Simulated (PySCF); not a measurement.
A geometry optimisation on `BrBr` (Br2).

Method: BHandHLYP/def2-TZVP geometry optimisation, gas phase (PySCF 2.14.0). Start geometry: GFN2-xTB. The input is one job of a driver script: a line of settings, then coordinates in Å.

Input:
```
{"job": {"xc": "BHandHLYP", "basis": "def2-TZVP", "grid": 1, "kind": "geom"}, "charge": 0, "multiplicity": 1}
Br     1.142070    -0.003008    -0.002702
Br    -1.139313     0.004276    -0.011446
```

Output:
```
step   0  E = -5148.28262591  max force = 0.001647
step   1  E = -5148.28262988  max force = 0.000942
step   2  E = -5148.28263326  max force = 0.000098
optimisation converged
```

Energies in Eh; «max force» is the largest Cartesian gradient component in Eh/bohr.

How much energy does the optimisation release, in eV?

E(step 0) − E(last step) = 0.000007 Eh, which is 0.000 eV.

Summary of the converged run: final energy -5148.28263 Eh after 2 steps; dipole 0.00 D.

Give the final coordinates.

0.002 Å rms from the input after alignment:
```
atom  x, y, z in Å
Br1    1.1407   -0.0063    0.0057
Br2   -1.1452    0.0137   -0.0185
```

The run took 9.2 s on one thread, Arm Neoverse N1 (aarch64), shared host, and the process peaked at 0.49 GiB of memory.
Labels such as C1 count atoms from 1, the log's own numbers from 0.
